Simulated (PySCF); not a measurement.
Which determinant of KSi⁺ lies lowest?

Unrestricted PBE0; basis K x2c-SVPall, Si x2c-SVPall; spin-free X2C with a Gaussian nucleus; PySCF 2.14. Outer shells of the fragments: K+ closed shells only; Si 3s2 3p2.

Followed along the bond (rough minima from three points):

```tsv
2Ms+1	unpaired	⟨S²⟩ at the start	R at minimum (Å)	Te (eV)
3	σ ↑, π ↑	2.00	3.73	0.00
1	σ ↑, π ↓	1.01	3.76	0.28
1	none	0.00	3.69	0.87
3	π ↑↑	2.00	none in the scan	≤ 0.37
1	π ↑↓	1.01	none in the scan	≤ 0.67
```

Solutions found at the starting distance of 3.160 Å, counted from the lowest of them; the search is not exhaustive and high or unbound solutions are not listed, so other states can lie among these:

| 2Ms+1 | unpaired | term | E (eV) | ⟨S²⟩ | ⟨Lz²⟩ | μ (D) |
| --- | --- | --- | --- | --- | --- | --- |
| 3 | σ ↑, π ↑ | ³Π | 0.00 | 2.00 | 1.01 | -4.52 |
| 1 | σ ↑, π ↓ | mixed | 0.30 | 1.01 | 1.01 | -4.52 |
| 3 | π ↑↑ | ³Σ⁻ | 0.36 | 2.00 | 0.00 | -4.65 |
| 1 | π ↑↓ | mixed | 0.65 | 1.01 | 2.02 | -4.61 |
| 1 | none | ¹Σ⁺ | 0.94 | 0.00 | 0.00 | -4.09 |
| 1 | none | mixed | 1.68 | 0.00 | 2.00 | -4.36 |
| 3 | σ ↑↑ | ³Σ⁺ | 4.85 | 2.00 | 0.00 | 6.31 |
| 3 | σ ↑↑, π ↑↓ | mixed | 6.03 | 3.00 | 2.01 | -4.89 |
| 3 | π ↑↑ | mixed | 6.42 | 2.01 | 2.01 | 6.54 |
| 3 | σ ↑↑ | mixed | 6.99 | 2.01 | 2.00 | -4.68 |

A term symbol is given only where ⟨S²⟩ and ⟨Lz²⟩ are close to those of a pure state; real π, δ and φ orbitals otherwise mix terms. A positive dipole points towards Si; it is taken about the centre of mass and depends on that origin.
